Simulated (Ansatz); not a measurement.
Computed with Ansatz on PBE0-D4/def2-TZVP structures; ΔE is electronic, products minus reactants. CCSD(T)/CBS is the MP2 limit (def2-TZVPP, def2-QZVPP) plus CCSD(T) − MP2 in def2-TZVPP, frozen cores. This one scheme is used for every species. Functionals use def2-TZVPP. One conformer a species, not always the lowest.

`CBO` + `C=N` → `C=NBC` + H₂O  (ligand exchange at a B–O bond)

`CBO`:

```xyz
8

C     0.708    0.414   -0.583
B    -0.355   -0.412    0.203
O    -1.046    0.177    1.210
H     0.802    1.444   -0.232
H     0.462    0.428   -1.651
H     1.688   -0.072   -0.518
H    -0.584   -1.567   -0.060
H    -1.675   -0.413    1.631
```

`C=N`:

Z-matrix (Å, degrees):
```
C
N 1 1.261
H 1 1.096 2 124.9
H 1 1.092 2 118.8 3 -180.0
H 2 1.021 1 111.0 3 -0.0
```

`C=NBC`:

```xyz
10

C     1.052   -0.096   -1.807
N     0.548   -0.323   -0.697
B    -0.005   -0.573    0.519
C    -0.928    0.471    1.250
H     2.034    0.378   -1.905
H     0.537   -0.362   -2.736
H     0.252   -1.640    1.007
H    -1.909    0.028    1.448
H    -1.074    1.397    0.692
H    -0.508    0.720    2.230
```

H₂O:

```xyz
3

O     0.052   -0.359   -0.142
H     0.411    0.463   -0.484
H    -0.463   -0.104    0.627
```

CCSD(T)/CBS gives +8.0 kcal/mol.

(1) Another level gave +6.5 kcal/mol. Which?
A. PBE/def2-TZVPP
B. B97M-V/def2-TZVPP
C. r2SCANh-D4/def2-TZVPP
D. HF/def2-TZVPP

(2) What do rigid-rotor, harmonic-oscillator terms from PBE0-D4/def2-TZVP frequencies (298.15 K, 1 bar) make of the CCSD(T)/CBS value? (Best estimate.)

Largest T1 diagnostic among the species: 0.014.

## Answers

(1) C. r2SCANh-D4 6.5, B97M-V 7.8, PBE 4.9, HF/def2-TZVPP 13.1 kcal/mol.

(2) The calculation gave: ΔZPE = -1.5 kcal/mol, ΔH = +7.1 kcal/mol, ΔS = -9 J/(mol·K), ΔG = +7.8 kcal/mol.

From PBE to PBE0 (25 % exact exchange), in def2-TZVPP and without D4, ΔE moves by +1.6 kcal/mol. In def2-TZVPP, CCSD(T) changes the Hartree–Fock value by −3.9 kcal/mol (the triples alone add −0.6 kcal/mol) and MP2 by −4.8 kcal/mol.
